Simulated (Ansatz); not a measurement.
H3BFSi, SMILES `F[B-][SiH3]` (singlet; the order of the spin states depends on the level) (charge -1, multiplicity 1). This singlet lies 0.36 eV below the relaxed triplet at the level frozen-core CCSD(T)/aug-cc-pVDZ // B3LYP-D3(BJ)/def2-TZVPD (Ansatz, a first-principles code); other levels give the other order.

These are PBE/aug-cc-pVTZ // B3LYP-D3(BJ)/def2-TZVPD (Ansatz) values and carry that method's errors.

Ansatz 0.2 input:
```yaml
crystal:
  periodic: [false, false, false]
  atoms:
    - { symbol: F, position_ang: [2.506391, 0.195543, -0.038273] }
    - { symbol: B, position_ang: [1.516639, -0.729254, 0.008742] }
    - { symbol: Si, position_ang: [-0.500505, 0.110191, 0.001854] }
    - { symbol: H, position_ang: [-1.159821, 1.504248, -0.042171] }
    - { symbol: H, position_ang: [-1.196248, -0.584545, -1.140933] }
    - { symbol: H, position_ang: [-1.166454, -0.496187, 1.210781] }
basis:
  gaussian: { orbitals: aug-cc-pVTZ }
hamiltonian:
  xc: pbe
total_charge: -1
```

Output:

```
Functional definition: PBE
967 factors; their error is unknown
mean field evaluation 1: about -11304.5716 eV, gradient 6.4e1 eV
mean field evaluation 2: about -11287.2257 eV, gradient 1.2e2 eV
mean field evaluation 4: about -11311.7474 eV, gradient 1.5e1 eV
mean field evaluation 8: about -11312.8922 eV, gradient 1.9e-1 eV
mean field evaluation 16: about -11312.8729 eV, gradient 7.1e-5 eV
mean field -11312.87289708 eV, -415.7404108272 hartree, gradient 7.1e-5 eV, S^2 0.000000; 1 other end points of the search recorded, 0 dependent functions left out
reference -11312.87294753 eV, -415.7404126809 hartree; 16, 16 occupied and 195, 195 virtual orbitals, 967 factors
Total energy: -11312.87294753 eV, -415.7404126809 hartree
```
